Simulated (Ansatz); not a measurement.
Basis sets compared for the cluster Mg₂Se⁺. Charge 1, multiplicity 2. Geometry r2SCAN-D4/def2-TZVP. Ansatz on 4 threads of Arm Neoverse V1 on a shared host; times are rough, and most runs start from earlier orbitals.

```xyz
3

Mg    1.995    0.425   -0.505
Mg   -1.612   -0.883    1.019
Se   -0.383    0.458   -0.514
```

The structure comes from a short search, and lower isomers may exist.

```json
{"level": "PBE-D4/def2-SVP", "functions": "68", "energy (Eh)": "-2800.4770", "HOMO (eV)": "-8.95", "LUMO (eV)": "-8.53", "wall time": "0.95 s"}
{"level": "PBE0-D4/def2-SVP", "functions": "68", "energy (Eh)": "-2800.5854", "HOMO (eV)": "-9.41", "LUMO (eV)": "-8.12", "wall time": "1.4 s"}
```

(1) Estimate the rows for PBE-D4/def2-TZVP, PBE0-D4/def2-TZVP.

Results:

(1) 
```
            level  functions  energy (Eh)  HOMO (eV)  LUMO (eV)  wall time
 PBE-D4/def2-TZVP        112   -2800.9158      -8.92      -8.47      1.6 s
PBE0-D4/def2-TZVP        112   -2801.0242      -9.39      -8.06      5.5 s
```
